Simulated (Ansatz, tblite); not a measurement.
Removing an electron: B(PH3)Cl3 (BPH3Cl3). Total charge 0; singlet. Geometry: B3LYP-D4/def2-SVP. Ansatz, gas phase; energy differences of separate SCF runs; the oxidised species was run as a doublet alone.

```xyz
8

B    -0.3251    0.8684    0.5570
P     0.2841   -0.7604   -0.4875
H     0.2115   -1.9953    0.1970
H     1.6253   -0.7396   -0.9340
H    -0.4278   -1.0315   -1.6785
Cl    0.7998    0.9041    2.0053
Cl   -2.0753    0.4998    0.9620
Cl   -0.0923    2.2545   -0.6213
```

The xTB rows come from tblite. HOMO above LUMO, or a gap near zero within one spin, warns that the state may not be the lowest or that an electron is smeared out.

```
            level  −HOMO (eV)  vertical IE (eV)  −LUMO (eV)  HOMO–LUMO gap (eV)                                     remarks
         GFN1-xTB       12.32             14.68        6.32                6.00                                           –
 PBE-D4/def2-TZVP        6.81              9.70        1.31                5.51  gap within one spin near zero (+1 doublet)
PBE0-D4/def2-TZVP        8.20             10.18        0.39                7.81                                           –
```

Estimate the rows for GFN2-xTB, r2SCAN-D4/def2-TZVP.


| level | −HOMO (eV) | vertical IE (eV) | −LUMO (eV) | HOMO–LUMO gap (eV) |
| --- | --- | --- | --- | --- |
| GFN2-xTB | 11.46 | 13.89 | 6.64 | 4.81 |
| r2SCAN-D4/def2-TZVP | 7.16 | 9.93 | 1.03 | 6.13 |

Relaxing the oxidised species (B3LYP-D4/def2-SVP) changes its energy by -0.10 eV at PBE-D4/def2-TZVP, so the adiabatic ionisation energy to this nearest minimum is 9.60 eV. At PBE0-D4/def2-TZVP it is 10.05 eV.    Raw xTB energy differences between charge states are shifted by several eV; the methods need an empirical correction for them.
